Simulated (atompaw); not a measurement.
Cutoff test, H, PAW (atompaw)

- Element: H (Z = 1)
- Generator: atompaw 4.2.0.5
- Type: PAW
- Functional: PBE
- Relativity: non-relativistic
- Frozen core: none
- Valence charge: 1
- Reference configuration: 1s1
- Partial waves: 1s (bound): rc 1.60 bohr; 1s channel at 1.4 Ry: rc 1.60 bohr; 2p channel at 0.05 Ry: rc 1.60 bohr
- Local potential: bessel scheme, radius 1.20 bohr
- Core correction: none
- Augmentation charge: sinc compensation charge, radius 1.40 bohr; PAW radius 1.60 bohr; waves and projectors: custom rrkj vanderbiltortho

The pseudo-atom Hamiltonian at the reference potential is diagonalised in spherical Bessel functions j_l(qr) that vanish at 20 bohr, with q² up to the cutoff. All-electron valence levels (Ry): 1s -0.4772.

Q: How do the lowest levels (Ry) of each channel move with the cutoff, and are there ghosts?

A:

```tsv
cutoff (Ry)	s #1	p #1	p #2	d #1	d #2	f #1	Σ f·Δε (mRy)
8	-0.4653	0.0293	0.0998	0.0770	0.1845	0.1190	11.9
10	-0.4716	0.0293	0.0998	0.0770	0.1845	0.1190	5.6
12	-0.4748	0.0293	0.0998	0.0770	0.1845	0.1190	2.4
15	-0.4763	0.0293	0.0998	0.0770	0.1845	0.1190	0.9
18	-0.4770	0.0293	0.0998	0.0770	0.1845	0.1190	0.2
21	-0.4772	0.0293	0.0998	0.0770	0.1845	0.1190	0.0
400	-0.4772	0.0293	0.0998	0.0770	0.1845	0.1190	0.0
```

Result: no extra level below or beside the all-electron valence levels (s, p, d, f tested); 10 mRy is reached at 10 Ry and 1 mRy at 15 Ry.
